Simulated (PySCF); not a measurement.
C₄H₁₄Al₂O₂, singlet (GFN2-xTB optimised geometry):

```
22

Al     0.652    -1.240     0.000
Al    -0.652     1.237     0.000
O      0.000    -0.001    -1.201
H      0.000    -0.002    -2.154
C      2.643    -1.240     0.000
H      3.029    -1.774     0.872
H      3.127    -0.260    -0.005
H      3.029    -1.783    -0.866
C     -0.478    -2.880     0.000
H     -0.254    -3.504     0.868
H     -0.254    -3.503    -0.870
H     -1.560    -2.722     0.000
O      0.001    -0.001     1.201
H      0.002    -0.001     2.154
C      0.474     2.880    -0.002
H      0.247     3.504     0.865
H      0.249     3.501    -0.873
H      1.556     2.725    -0.001
C     -2.644     1.235     0.003
H     -3.029     1.769     0.875
H     -3.127     0.255    -0.002
H     -3.031     1.778    -0.863
```

Method: B3LYP/def2-SVP in PySCF 2.14.0.

What are the frontier orbital energies and the dipole moment?

HOMO-2 -7.90 eV, HOMO-1 -7.05 eV, HOMO -6.73 eV, LUMO 0.34 eV, LUMO+1 0.58 eV; dipole moment 0.01 D.

On the same geometry PBE/def2-SVP (PySCF 2.14.0) gives HOMO-2 -6.74 eV, HOMO-1 -5.98 eV, HOMO -5.64 eV, LUMO -0.16 eV, LUMO+1 0.01 eV; dipole moment 0.00 D.

Meta-Löwdin charges at B3LYP/def2-SVP: Al1 0.95, Al2 0.95, O3 -0.68, H4 0.35, C5 -0.60, H6 0.10, H7 0.10, H8 0.10, C9 -0.60, H10 0.10, H11 0.10, H12 0.10, O13 -0.68, H14 0.35, C15 -0.60, H16 0.10, H17 0.10, H18 0.10, C19 -0.60, H20 0.10, H21 0.10, H22 0.10.
